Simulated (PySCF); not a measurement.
C3HCl3F3: g tensor and hyperfine couplings

Compound: C3HCl3F3 (doublet state).
Z-matrix (Å and degrees, GFN2-xTB geometry), rows numbered from 1:
```
F 
C   1  1.3263
F   2  1.3312  1  110.51
C   2  1.4865  1  120.94  3   142.23
F   4  1.3693  2  110.11  1    72.70
C   4  1.5599  2  114.97  1   -48.74
Cl  6  1.7776  4  108.33  2  -174.40
Cl  6  1.7745  4  108.77  2   -55.88
Cl  6  1.7671  4  111.12  2    65.46
H   4  1.0994  2  108.03  1  -170.46
```

The hyperfine couplings belong to this conformer and change with its torsions.

As a line formula: `F[C](F)[C@H](F)C(Cl)(Cl)Cl` [radical].

Computed with UKS B3LYP, pcH-1 on C Cl F H, non-relativistic, mean-field spin-orbit, GIAO (PySCF 2.14.0). One conformer (not necessarily the lowest) at the GFN2-xTB geometry, without solvent, vibrations or thermal averaging. Couplings are sensitive to structure, and on GFN2-xTB geometries they can be far from those on DFT ones. No stability test was run, so a lower SCF solution isn't excluded.

* g1, g2, g3: 2.00202, 2.00434, 2.00514
* g_iso: 2.00383
* Form of g: rhombic: the two nearest values differ by 26 % of g3 − g1
* ⟨S²⟩: 0.7527 (exact 0.7500)
* α and β electrons: 49, 48
* HOMO–LUMO gap, α and β orbitals: 5.59, 5.99 eV

Hyperfine couplings atom by atom, in MHz; T1 to T3 are the principal values of the dipolar part:

| atom | isotope | a_iso | of which spin–orbit | T1 | T2 | T3 | Mulliken spin population |
| --- | --- | --- | --- | --- | --- | --- | --- |
| F1 | 19F | 208.2 | 1.2 | -244.0 | -216.7 | 460.7 | 0.06 |
| C2 | 13C | 331.8 | 0.1 | -80.2 | -79.9 | 160.1 | 0.83 |
| F3 | 19F | 192.1 | 1.2 | -244.4 | -214.8 | 459.1 | 0.06 |
| C4 | 13C | -5.2 | 0.0 | -5.7 | -5.0 | 10.6 | -0.02 |
| F5 | 19F | 104.5 | 0.4 | -30.2 | -27.8 | 58.0 | 0.01 |
| C6 | 13C | 66.3 | 0.0 | -3.8 | -3.5 | 7.3 | 0.03 |
| Cl7 | 35Cl | 4.6 | 0.1 | -4.6 | -3.8 | 8.4 | 0.02 |
| Cl8 | 35Cl | -0.3 | 0.0 | -0.6 | 0.0 | 0.6 | 0.00 |
| Cl9 | 35Cl | 0.7 | 0.0 | -1.2 | -0.6 | 1.8 | 0.00 |
| H10 | 1H | 1.3 | 0.0 | -6.8 | -4.9 | 11.7 | 0.00 |

The largest Mulliken spin populations are on C2 (+0.83), F1 (+0.06) and F3 (+0.06). No atom but C2 exceeds +0.15. The angles at C2 add up to 348.5°, so it is slightly pyramidal.

Axes: g2 points within 13° of the F1–C2 bond.

Under fast tumbling the dipolar parts average out, and these isotropic splittings remain: 2 × 19F (F1/F3, I = 1/2, 3 lines) with 7.14 mT, 1 × 19F (F5, I = 1/2, 2 lines) with 3.73 mT, 3 × 35Cl (Cl7/Cl8/Cl9, I = 3/2, 10 lines) with 0.06 mT and 1 × 1H (H10, I = 1/2, 2 lines) with 0.05 mT.

Nuclei that the bonding pattern makes equivalent are averaged, as if the motion that swaps them (rotation, inversion, ring flip) were fast.

Main isotope only: 35Cl (natural samples also hold 24 % 37Cl, magnetic too, which adds its own pattern).

The 13C coupling of C2 (331.8 MHz) shows only in satellite lines or after enrichment, since that isotope makes up about 1.07 % of natural carbon.

The spin density at the nucleus, in bohr⁻³, is negative for C4 (-0.0046), for instance. A restricted open-shell determinant has no negative spin density anywhere; here it arises because α and β orbitals differ (spin polarisation).
